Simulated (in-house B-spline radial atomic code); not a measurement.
The technetium ion Tc²⁺: [Kr] 4d5

Level of theory: Dirac-Kohn-Sham AM05, spherical fractional occupations, Fermi nucleus of rms radius 4.41117 fm; calculated with a radial B-spline atomic code at the basis-set limit.

Effective charges: Z_r = [3n² - l(l+1)]/(2<r>) from the radius, Z_e = n√(-2ε) from the energy, and Slater's rules. Values are occupation-weighted means over j. An effective charge above Z reflects the relativistic contraction of the inner shells.

| shell | electrons | ε (eV) | <r> (bohr) | Z_r | Z_e | Slater |
| --- | --- | --- | --- | --- | --- | --- |
| 1s | 2 | -20847 | 0.03431 | 43.72 | 39.14 | 42.70 |
| 2s | 2 | -2988.2 | 0.1494 | 40.16 | 29.64 | 38.85 |
| 2p | 6 | -2679.2 | 0.1303 | 38.38 | 28.07 | 38.85 |
| 3s | 2 | -533.4 | 0.4157 | 32.47 | 18.78 | 31.75 |
| 3p | 6 | -431.71 | 0.4165 | 30.01 | 16.90 | 31.75 |
| 3d | 10 | -265.91 | 0.3992 | 26.30 | 13.26 | 21.85 |
| 4s | 2 | -89.427 | 1.058 | 22.69 | 10.25 | 15.25 |
| 4p | 6 | -61.535 | 1.171 | 19.65 | 8.51 | 15.25 |
| 4d | 5 | -22.473 | 1.615 | 13.00 | 5.14 | 5.60 |

The least bound orbital is 4d5/2 at -22.35 eV, and it is also the most diffuse (<r> = 1.622 bohr).

Spin-orbit splittings of the orbital energies (j = l + 1/2 above j = l - 1/2 when positive): 2p 118 eV, 3p 19.75 eV, 3d 3.802 eV, 4p 2.969 eV, 4d 0.3106 eV.

For the 1s electron the small component carries 2.46 % of the norm, the zero-frequency Breit interaction raises the level by 41.65 eV, self-energy by 22.88 eV, and vacuum polarisation lowers it by 2.688 eV.

The density falls to 0.001 bohr⁻³ at 3.543 bohr; Σ<r²> = 31.23 bohr² gives, by the non-relativistic formula and without the paramagnetism of open shells, a Langevin diamagnetic susceptibility of -24.73×10⁻⁶ cm³/mol.
